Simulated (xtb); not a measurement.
Ge(H)(F)2(OMe) (CH₄F₂GeO), SMILES C[O][GeH]([F])[F]. All values are semi-empirical tight-binding results from xtb (GFN2-xTB unless named), good for trends rather than for accurate numbers. Geometry: GFN2-xTB. The structure was generated by enumeration, and PubChem lists no compound with its InChIKey, so it may never have been made. The values are those of a single conformer.

Optimised geometry:

Bonded distances (Å): Ge1–F2 1.731, Ge1–F3 1.703, Ge1–O4 1.709, Ge1–H6 1.486, O4–C5 1.424, C5–H7 1.090, C5–H8 1.091, C5–H9 1.091. Bond angles (°): F2–Ge1–F3 105.7, F2–Ge1–O4 108.7, F2–Ge1–H6 107.1, F3–Ge1–O4 102.0, F3–Ge1–H6 108.9, O4–Ge1–H6 123.1, Ge1–O4–C5 130.5, O4–C5–H7 106.2, O4–C5–H8 110.8, O4–C5–H9 111.5, H7–C5–H8 109.4, H7–C5–H9 109.4, H8–C5–H9 109.4.
Charge 0, spin multiplicity 1.

For metal compounds this method's bond lengths and energies can be far off.

Computed properties:
```json
{
 "orbital_gap": "7.78 eV",
 "zero_point_energy": "31.7 kcal/mol",
 "G − E(el) at 298.15 K (modified RRHO)": "11.1 kcal/mol"
}
```

Q: Give the atomic charges and the Wiberg bond orders between heavy atoms. (The exact figures need the calculation; the answer reports its results.)

A: charges (e) Ge1 0.44, F2 -0.25, F3 -0.23, O4 -0.28, C5 0.03, H6 0.09, H7 0.08, H8 0.05, H9 0.06. Bond orders Ge1–F2 1.08, Ge1–F3 1.12, Ge1–O4 1.19, O4–C5 0.95.
